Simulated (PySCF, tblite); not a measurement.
Isomers of C6H6O2Si, one GFN2-xTB conformer each. Single-point energies are computed at PBE0/pcSseg-1 (PySCF, gas phase, no added dispersion term), electronic only.

```csv
SMILES,GFN2-xTB relative energy (kJ/mol)
C#C[C@@H]1C(=O)[SiH2][C@@H]1C=O,39.6
C#C[C@@H]([SiH3])C(=C=O)C=O,0.0
```

Conformers: `[CH:1]#[C:2][C@@H:3]1[C:4](=[O:5])[SiH2:6][C@@H:7]1[CH:8]=[O:9]` with Si6–C7–C8–O9 90°, C2–C3–C4–O5 82°, C3–C4–Si6–C7 -13°, C4–Si6–C7–C8 136°, C2–C3–C7–Si6 98°; `[CH:1]#[C:2][C@@H:3]([SiH3:4])[C:5](=[C:6]=[O:7])[CH:8]=[O:9]` with C2–C3–C5–C6 -21°, C3–C5–C8–O9 1°.

Q: What does PBE0/pcSseg-1 give for the same structures?

A: 
```csv
SMILES,PBE0/pcSseg-1 E (Eh),PBE0/pcSseg-1 (kJ/mol),GFN2-xTB (kJ/mol),point group
C#C[C@@H]([SiH3])C(=C=O)C=O,-671.46078,0.0,0.0,C1
C#C[C@@H]1C(=O)[SiH2][C@@H]1C=O,-671.45225,22.4,39.6,C1
```

Both levels put the same isomer lowest. As drawn, the lower has cumulated double bonds and a C=C bond outside aromatic rings, which the higher lacks; the higher has a four-membered ring, which the lower lacks.

Q: Which frontier levels, dipoles and rotational constants go with these structures?

A: 
```tsv
SMILES	HOMO (eV, PBE0/pcSseg-1)	LUMO (eV)	dipole (D)	A, B, C (MHz)
C#C[C@@H]([SiH3])C(=C=O)C=O	-7.34	-1.96	1.56	1411, 1314, 843.1
C#C[C@@H]1C(=O)[SiH2][C@@H]1C=O	-7.17	-1.96	0.87	1849, 1224, 845.2
```

Q: What happens when harmonic zero-point energies from GFN2-xTB frequencies are added?

A: 
```csv
SMILES,ZPE (kJ/mol),electronic (kJ/mol),with ZPE (kJ/mol)
C#C[C@@H]([SiH3])C(=C=O)C=O,242.3,0.0,0.0
C#C[C@@H]1C(=O)[SiH2][C@@H]1C=O,250.6,22.4,30.7
```

The zero-point energies span 8.3 kJ/mol. The order is unchanged.
